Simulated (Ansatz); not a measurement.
CH5GeNO, SMILES `O=C[NH][GeH3]`, relaxed with RKS PBE0-D4/def2-TZVP in the Gaussian-basis code of Ansatz from a PBE-D4/def2-SVP geometry. The force threshold is 0.005 eV/Å; the program also tests the step.

The species carries charge 0 and has multiplicity 1.

Start:

```xyz
9

O    -0.022   -1.120    1.652
C     0.577   -1.276    0.593
N     0.482   -0.406   -0.453
Ge   -0.630    1.104   -0.232
H     1.256   -2.155    0.399
H     1.011   -0.601   -1.307
H    -0.099    1.966    0.933
H    -2.085    0.643    0.002
H    -0.489    1.845   -1.586
```

Q: How much energy does the relaxation release, and in how many steps? (An estimate is asked.)

A: Computed: 3.87 kJ/mol, in 6 steps, 1 of them rejected.

Q: Which bonds change most? (An estimate is asked.)

A: The calculation gave: C2–H5 from 1.128 to 1.106 Å; N3–Ge4 from 1.888 to 1.868 Å; N3–H6 from 1.023 to 1.007 Å; C2–N3 from 1.364 to 1.349 Å.

Q: Give the relaxed structure. (An estimate is asked.)

A: Ansatz gave: 
```xyz
9

O    -0.014   -1.122    1.634
C     0.574   -1.268    0.584
N     0.474   -0.399   -0.443
Ge   -0.624    1.097   -0.233
H     1.240   -2.130    0.394
H     0.997   -0.595   -1.281
H    -0.097    1.951    0.921
H    -2.064    0.636    0.000
H    -0.486    1.830   -1.576
```
